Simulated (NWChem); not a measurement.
System: NaOH; SMILES [OH][Na]

NWChem printed, in part:

```
             Northwest Computational Chemistry Package (NWChem) 7.3.0
             --------------------------------------------------------

 ORDER OF PRIMARY AXIS IS BEING SET TO 4
 C4V symmetry detected

                             Geometry "geometry" -> ""
                             -------------------------

 Output coordinates in angstroms (scale by  1.889725989 to convert to a.u.)

  No.       Tag          Charge          X              Y              Z
 ---- ---------------- ---------- -------------- -------------- --------------
    1 Na                  11.0000     0.00000000     0.00000000    -0.90677910
    2 O                    8.0000     0.00000000     0.00000000     1.00199813
    3 H                    1.0000     0.00000000     0.00000000     1.95858506

 Effective nuclear repulsion energy (a.u.)      30.8535911514

      Symmetry information
      --------------------

 Group name             C4v
 Group number             18
 Group order               8
 No. of unique centers     3

                                 NWChem DFT Module
                                 -----------------

 Summary of "ao basis" -> "ao basis" (spherical)
 ------------------------------------------------------------------------------
       Tag                 Description            Shells   Functions and Types
 ---------------- ------------------------------  ------  ---------------------
 Na                        def2-tzvpp               12       32   5s4p3d
 O                         def2-tzvpp               11       31   5s3p2d1f
 H                         def2-tzvpp                6       14   3s2p1d

      Symmetry analysis of basis
      --------------------------

        a1         29
        a2          0
        b1          7
        b2          7
        e          34

            General Information
            -------------------
          SCF calculation type: DFT
          Wavefunction type:  closed shell.
          No. of atoms     :     3
          No. of electrons :    20
           Alpha electrons :    10
            Beta electrons :    10
          Charge           :     0
          Spin multiplicity:     1
          Use of symmetry is: on ; symmetry adaption is: on
          Maximum number of iterations: 150
          AO basis - number of functions:    77
                     number of shells:    29
          Convergence on energy requested:  1.00D-06
          Convergence on density requested:  1.00D-05
          Convergence on gradient requested:  5.00D-04

              XC Information
              --------------
                         B3LYP Method XC Potential
                     Hartree-Fock (Exact) Exchange  0.200
                        Slater Exchange Functional  0.800 local
                    Becke 1988 Exchange Functional  0.720 non-local
              Lee-Yang-Parr Correlation Functional  0.810
                  VWN I RPA Correlation Functional  0.190 local

             Grid Information
             ----------------
          Grid used for XC integration:  medium
          Radial quadrature: Mura-Knowles
          Angular quadrature: Lebedev.
          Tag              B.-S. Rad. Rad. Pts. Rad. Cut. Ang. Pts.
          ---              ---------- --------- --------- ---------
          Na                  1.80       88          11.0       434
          O                   0.60       49           9.0       434
          H                   0.35       45          12.0       434
          Grid pruning is: on
          Number of quadrature shells:   182
          Spatial weights used:  Erf1

      Superposition of Atomic Density Guess
      -------------------------------------

 Sum of atomic energies:        -237.13593014

      Non-variational initial energy
      ------------------------------

 Total energy =    -237.033007
 1-e energy   =    -392.497223
 2-e energy   =     124.610625
 HOMO         =      -0.475537
 LUMO         =      -0.058211

      Symmetry analysis of molecular orbitals - initial
      -------------------------------------------------

 !! scf_movecs_sym_adapt:   14 vectors were symmetry contaminated

  Symmetry fudging

 !! scf_movecs_sym_adapt:   14 vectors were symmetry contaminated

  Numbering of irreducible representations:

     1 a1          2 a2          3 b1          4 b2          5 e

  Orbital symmetries:

     1 a1          2 a1          3 a1          4 a1          5 e
     6 e           7 a1          8 a1          9 e          10 e
    11 a1         12 a1         13 e          14 e          15 a1
    16 a1         17 e          18 e          19 a1         20 b1

     ---------------------------------------------
      Total Density - Mulliken Population Analysis
     ---------------------------------------------

    Atom       Charge   Shell Charges
 -----------   ------   -------------------------------------------------------
    1 Na  11    10.06   2.00  0.67  1.33  0.02  0.00  5.08  0.92  0.01  0.02  0.00  0.01  0.01
    2 O    8     9.28   0.79  1.18  0.62  0.95  0.30  2.15  2.25  1.04  0.00  0.00  0.00
    3 H    1     0.66   0.21  0.31  0.06  0.02  0.05  0.01

 Warning: spatial symmetry breaking: alpha =  2.87D-01

   convergence    iter        energy       DeltaE   RMS-Dens  Diis-err
 ---------------- ----- ----------------- --------- --------- ---------
 d= 0,ls=0.0,diis     1   -238.0547926197 -2.69D+02  2.79D-02  1.12D+00
 Warning: spatial symmetry breaking: alpha =  1.40D-01
 d= 0,ls=0.5,diis     2   -235.1441091834  2.91D+00  7.76D-03  1.20D+01
 Warning: spatial symmetry breaking: alpha =  1.63D-01
 d= 0,ls=0.5,diis     3   -236.4661794725 -1.32D+00  5.24D-03  5.24D+00
 Warning: spatial symmetry breaking: alpha =  1.95D-01
 d= 0,ls=0.5,diis     4   -237.0517302510 -5.86D-01  3.84D-03  2.23D+00
 Warning: spatial symmetry breaking: alpha =  2.63D-02
 d= 0,ls=0.5,diis     5   -237.3122402111 -2.61D-01  1.98D-02  8.92D-01
 Warning: spatial symmetry breaking: alpha =  1.32D-02
 d= 0,ls=0.5,diis     6   -237.9393007319 -6.27D-01  8.53D-04  2.42D+00
  Resetting Diis
 Warning: spatial symmetry breaking: alpha =  6.55D-03
 d= 0,ls=0.5,diis     7   -237.9450208021 -5.72D-03  4.23D-04  2.30D+00
 Warning: spatial symmetry breaking: alpha =  6.59D-03
 d= 0,ls=0.5,diis     8   -237.9502522114 -5.23D-03  1.10D-02  2.22D+00
 Warning: spatial symmetry breaking: alpha =  5.15D-03
 d= 0,ls=0.5,diis     9   -238.0586880000 -1.08D-01  3.07D-03  1.62D+00
 Warning: spatial symmetry breaking: alpha =  3.87D-03
 d= 0,ls=0.5,diis    10   -238.1545438678 -9.59D-02  1.46D-03  2.63D-01
 Warning: spatial symmetry breaking: alpha =  2.82D-03
 d= 0,ls=0.5,diis    11   -238.1739456225 -1.94D-02  6.50D-04  3.77D-02
 Warning: spatial symmetry breaking: alpha =  2.04D-03
 d= 0,ls=0.5,diis    12   -238.1771586506 -3.21D-03  2.57D-04  4.45D-03
 Warning: spatial symmetry breaking: alpha =  1.47D-03
 d= 0,ls=0.5,diis    13   -238.1775953742 -4.37D-04  1.16D-04  5.50D-04
 Warning: spatial symmetry breaking: alpha =  1.05D-03
 d= 0,ls=0.5,diis    14   -238.1776597257 -6.44D-05  6.28D-05  8.83D-05
 Warning: spatial symmetry breaking: alpha =  7.58D-04
 d= 0,ls=0.5,diis    15   -238.1776725152 -1.28D-05  3.74D-05  2.29D-05
 Warning: spatial symmetry breaking: alpha =  5.44D-04
 d= 0,ls=0.5,diis    16   -238.1776765357 -4.02D-06  2.13D-05  5.68D-06
 Warning: spatial symmetry breaking: alpha =  3.91D-04
 d= 0,ls=0.5,diis    17   -238.1776778983 -1.36D-06  1.22D-05  1.38D-06
 Warning: spatial symmetry breaking: alpha =  2.80D-04
 d= 0,ls=0.5,diis    18   -238.1776784096 -5.11D-07  7.03D-06  3.17D-07

         Total DFT energy =     -238.177678618947
      One electron energy =     -395.316400120260
           Coulomb energy =      149.794337089125
    Exchange-Corr. energy =      -23.509206739256
 Nuclear repulsion energy =       30.853591151444

 Numeric. integr. density =       19.999999902422

                  Occupations of the irreducible representations
                  ----------------------------------------------

                     irrep           alpha         beta
                     --------     --------     --------
                     a1                6.0          6.0
                     a2                0.0          0.0
                     b1                0.0          0.0
                     b2                0.0          0.0
                     e                 4.0          4.0

                       DFT Final Molecular Orbital Analysis
                       ------------------------------------

 Vector    8  Occ=2.000000D+00  E=-3.329172D-01  Symmetry=a1
              MO Center=  3.9D-15, -4.9D-15,  1.0D+00, r^2= 8.9D-01
   Bfn.  Coefficient  Atom+Function         Bfn.  Coefficient  Atom+Function
  ----- ------------  ---------------      ----- ------------  ---------------
    40      0.382965  2 O  pz                43      0.289259  2 O  pz
    65      0.226091  3 H  s                 37     -0.211657  2 O  s
    46      0.185538  2 O  pz                64      0.166809  3 H  s
    36     -0.162130  2 O  s                  4     -0.121548  1 Na s
    66      0.110505  3 H  s                  8      0.108449  1 Na pz

 Vector    9  Occ=2.000000D+00  E=-1.811570D-01  Symmetry=e
              MO Center=  1.5D-15,  2.4D-15,  9.8D-01, r^2= 9.5D-01
   Bfn.  Coefficient  Atom+Function         Bfn.  Coefficient  Atom+Function
  ----- ------------  ---------------      ----- ------------  ---------------
    39      0.392225  2 O  py                42      0.307238  2 O  py
    45      0.296059  2 O  py                38      0.218154  2 O  px
    41      0.170884  2 O  px                44      0.164667  2 O  px
    13      0.063812  1 Na py                16      0.049308  1 Na py
     7     -0.043633  1 Na py                29      0.037083  1 Na d -1

 Vector   10  Occ=2.000000D+00  E=-1.811569D-01  Symmetry=e
              MO Center= -3.6D-14,  1.9D-14,  9.8D-01, r^2= 9.4D-01
   Bfn.  Coefficient  Atom+Function         Bfn.  Coefficient  Atom+Function
  ----- ------------  ---------------      ----- ------------  ---------------
    38      0.392293  2 O  px                41      0.307286  2 O  px
    44      0.296133  2 O  px                39     -0.218192  2 O  py
    42     -0.170911  2 O  py                45     -0.164708  2 O  py
    12      0.063159  1 Na px                15      0.049261  1 Na px
     6     -0.043574  1 Na px                31     -0.037157  1 Na d  1

 Vector   11  Occ=0.000000D+00  E=-5.519353D-02  Symmetry=a1
              MO Center=  5.4D-14, -3.1D-14, -1.9D+00, r^2= 6.1D+00
   Bfn.  Coefficient  Atom+Function         Bfn.  Coefficient  Atom+Function
  ----- ------------  ---------------      ----- ------------  ---------------
     5      0.475068  1 Na s                  4      0.471689  1 Na s
    17     -0.251310  1 Na pz                14     -0.226715  1 Na pz
     3     -0.185440  1 Na s                  8      0.086541  1 Na pz
    36     -0.086438  2 O  s                 66      0.078881  3 H  s
    65      0.071933  3 H  s                 37     -0.055944  2 O  s

 Vector   12  Occ=0.000000D+00  E= 1.643321D-02  Symmetry=e
              MO Center=  1.3D-14, -4.0D-15, -1.1D+00, r^2= 1.1D+01
   Bfn.  Coefficient  Atom+Function         Bfn.  Coefficient  Atom+Function
  ----- ------------  ---------------      ----- ------------  ---------------
    12      0.835526  1 Na px                13     -0.464715  1 Na py
    31      0.099681  1 Na d  1              44     -0.090741  2 O  px
    38     -0.085351  2 O  px                 6     -0.074584  1 Na px
    41     -0.059489  2 O  px                29      0.055442  1 Na d -1
    15      0.052739  1 Na px                45      0.050470  2 O  py

 Vector   13  Occ=0.000000D+00  E= 1.643331D-02  Symmetry=e
              MO Center= -7.1D-15, -1.5D-14, -1.1D+00, r^2= 1.1D+01
   Bfn.  Coefficient  Atom+Function         Bfn.  Coefficient  Atom+Function
  ----- ------------  ---------------      ----- ------------  ---------------
    13      0.835476  1 Na py                12      0.464688  1 Na px
    29     -0.099710  1 Na d -1              45     -0.090974  2 O  py
    39     -0.085659  2 O  py                 7     -0.074550  1 Na py
    42     -0.059731  2 O  py                31      0.055458  1 Na d  1
    16      0.052701  1 Na py                44     -0.050599  2 O  px

     ---------------------------------------------
      Total Density - Mulliken Population Analysis
     ---------------------------------------------

    Atom       Charge   Shell Charges
 -----------   ------   -------------------------------------------------------
    1 Na  11    10.29   2.00  0.66  1.33  0.06 -0.01  5.07  0.91  0.07  0.11  0.00  0.02  0.07
    2 O    8     8.86   0.79  1.18  0.60  0.84  0.41  1.91  1.80  1.33  0.00  0.00  0.00
    3 H    1     0.84   0.27  0.38  0.07  0.02  0.08  0.01

     -------------------------------------------
      Total Density - Lowdin Population Analysis
     -------------------------------------------

    Atom       Charge   Shell Charges
 -----------   ------   -------------------------------------------------------
    1 Na  11    10.56   2.00  0.81  1.13  0.09  0.01  4.77  1.19  0.09  0.23  0.00  0.04  0.19
    2 O    8     8.21   0.87  1.08  0.51  0.58  0.33  1.72  1.86  1.22  0.00  0.02  0.00
    3 H    1     1.23   0.26  0.35  0.12  0.05  0.35  0.10

     Multipole analysis of the density
     ---------------------------------

     L   x y z        total         alpha         beta         nuclear
     -   - - -        -----         -----         ----         -------
     0   0 0 0     -0.000000    -10.000000    -10.000000     20.000000

     1   1 0 0      0.000000      0.000000      0.000000      0.000000
     1   0 1 0     -0.000000     -0.000000     -0.000000      0.000000
     1   0 0 1     -2.401998     -1.200999     -1.200999     -0.000000

     2   2 0 0     -9.527675     -4.763838     -4.763838      0.000000
     2   1 1 0     -0.000000     -0.000000     -0.000000      0.000000
     2   1 0 1      0.000000      0.000000      0.000000      0.000000
     2   0 2 0     -9.527675     -4.763838     -4.763838      0.000000
     2   0 1 1      0.000000      0.000000      0.000000      0.000000
     2   0 0 2     -4.521558    -39.601237    -39.601237     74.680915
```

Level: B3LYP/def2-TZVPP. Geometry: optimised at PBE0/def2-SVP.

Problem. Write an input that gives this output.

Solution. One answer among several that fit: the input that was run:
```
start job
memory heap 200 mb stack 900 mb global 1100 mb
geometry units angstroms noautoz
  Na    -0.066701    -0.942378     0.000000
  O      0.132980     0.955926     0.000000
  H      0.231121     1.907467     0.000000
end
basis spherical
  Na library def2-tzvpp
  O library def2-tzvpp
  H library def2-tzvpp
end
dft
  xc b3lyp
  iterations 150
  mulliken
end
task dft energy
```
